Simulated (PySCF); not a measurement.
C3H7FOSi, SMILES [SiH2](/C(C)=C/F)O.

The structure is a stationary point at PBE0-D3(BJ)/def2-SVP. The structure was generated by enumeration; whether it is a known compound was not checked. Other conformers were not sampled.

All values below come from PySCF with PBE0-D3(BJ)/def2-SVP.

Frequencies are harmonic and unscaled.

Computed normal modes with their intensities:
```json
[
 {"mode": "1", "ν (cm⁻¹)": "67", "IR (km/mol)": "5.8", "moving atoms (share of kinetic energy)": "H 33 %, O 27 %, C 21 %, Si 18 %"},
 {"mode": "2", "ν (cm⁻¹)": "108", "IR (km/mol)": "0.7", "moving atoms (share of kinetic energy)": "H 98 %"},
 {"mode": "3", "ν (cm⁻¹)": "138", "IR (km/mol)": "2.1", "moving atoms (share of kinetic energy)": "O 45 %, F 24 %, C 21 %, H 10 %"},
 {"mode": "4", "ν (cm⁻¹)": "191", "IR (km/mol)": "26.7", "moving atoms (share of kinetic energy)": "H 40 %, C 36 %, F 20 %"},
 {"mode": "5", "ν (cm⁻¹)": "239", "IR (km/mol)": "74.6", "moving atoms (share of kinetic energy)": "H 73 %, C 18 %"},
 {"mode": "6", "ν (cm⁻¹)": "249", "IR (km/mol)": "4.9", "moving atoms (share of kinetic energy)": "C 40 %, H 27 %, F 26 %"},
 {"mode": "7", "ν (cm⁻¹)": "328", "IR (km/mol)": "9.4", "moving atoms (share of kinetic energy)": "C 42 %, O 29 %, Si 15 %, H 11 %"},
 {"mode": "8", "ν (cm⁻¹)": "447", "IR (km/mol)": "5.0", "moving atoms (share of kinetic energy)": "C 51 %, H 38 %"},
 {"mode": "9", "ν (cm⁻¹)": "458", "IR (km/mol)": "42.8", "moving atoms (share of kinetic energy)": "Si 46 %, F 32 %, C 12 %"},
 {"mode": "10", "ν (cm⁻¹)": "618", "IR (km/mol)": "87.0", "moving atoms (share of kinetic energy)": "H 75 %, Si 14 %, C 8 %"},
 {"mode": "11", "ν (cm⁻¹)": "722", "IR (km/mol)": "38.4", "moving atoms (share of kinetic energy)": "H 93 %"},
 {"mode": "12", "ν (cm⁻¹)": "774", "IR (km/mol)": "4.6", "moving atoms (share of kinetic energy)": "C 60 %, H 26 %"},
 {"mode": "13", "ν (cm⁻¹)": "839", "IR (km/mol)": "116.2", "moving atoms (share of kinetic energy)": "O 45 %, H 39 %, Si 14 %"},
 {"mode": "14", "ν (cm⁻¹)": "883", "IR (km/mol)": "110.4", "moving atoms (share of kinetic energy)": "H 83 %, O 13 %"},
 {"mode": "15", "ν (cm⁻¹)": "912", "IR (km/mol)": "4.1", "moving atoms (share of kinetic energy)": "H 67 %, C 32 %"},
 {"mode": "16", "ν (cm⁻¹)": "924", "IR (km/mol)": "195.0", "moving atoms (share of kinetic energy)": "H 62 %, Si 23 %, O 11 %"},
 {"mode": "17", "ν (cm⁻¹)": "961", "IR (km/mol)": "125.9", "moving atoms (share of kinetic energy)": "H 85 %, Si 10 %"},
 {"mode": "18", "ν (cm⁻¹)": "984", "IR (km/mol)": "19.2", "moving atoms (share of kinetic energy)": "H 51 %, C 44 %"},
 {"mode": "19", "ν (cm⁻¹)": "1044", "IR (km/mol)": "2.6", "moving atoms (share of kinetic energy)": "H 69 %, C 31 %"},
 {"mode": "20", "ν (cm⁻¹)": "1160", "IR (km/mol)": "46.7", "moving atoms (share of kinetic energy)": "C 59 %, F 22 %, H 17 %"},
 {"mode": "21", "ν (cm⁻¹)": "1200", "IR (km/mol)": "130.8", "moving atoms (share of kinetic energy)": "C 58 %, H 26 %, F 15 %"},
 {"mode": "22", "ν (cm⁻¹)": "1353", "IR (km/mol)": "0.7", "moving atoms (share of kinetic energy)": "H 85 %, C 14 %"},
 {"mode": "23", "ν (cm⁻¹)": "1396", "IR (km/mol)": "2.9", "moving atoms (share of kinetic energy)": "H 68 %, C 32 %"},
 {"mode": "24", "ν (cm⁻¹)": "1456", "IR (km/mol)": "2.0", "moving atoms (share of kinetic energy)": "H 95 %"},
 {"mode": "25", "ν (cm⁻¹)": "1460", "IR (km/mol)": "13.3", "moving atoms (share of kinetic energy)": "H 97 %"},
 {"mode": "26", "ν (cm⁻¹)": "1743", "IR (km/mol)": "154.2", "moving atoms (share of kinetic energy)": "C 94 %"},
 {"mode": "27", "ν (cm⁻¹)": "2203", "IR (km/mol)": "146.6", "moving atoms (share of kinetic energy)": "H 97 %"},
 {"mode": "28", "ν (cm⁻¹)": "2254", "IR (km/mol)": "116.5", "moving atoms (share of kinetic energy)": "H 97 %"},
 {"mode": "29", "ν (cm⁻¹)": "3047", "IR (km/mol)": "18.7", "moving atoms (share of kinetic energy)": "H 97 %"},
 {"mode": "30", "ν (cm⁻¹)": "3124", "IR (km/mol)": "8.3", "moving atoms (share of kinetic energy)": "H 91 %, C 9 %"},
 {"mode": "31", "ν (cm⁻¹)": "3168", "IR (km/mol)": "4.4", "moving atoms (share of kinetic energy)": "H 91 %, C 9 %"},
 {"mode": "32", "ν (cm⁻¹)": "3220", "IR (km/mol)": "2.2", "moving atoms (share of kinetic energy)": "H 91 %, C 9 %"},
 {"mode": "33", "ν (cm⁻¹)": "3937", "IR (km/mol)": "104.7", "moving atoms (share of kinetic energy)": "H 94 %"}
]
```
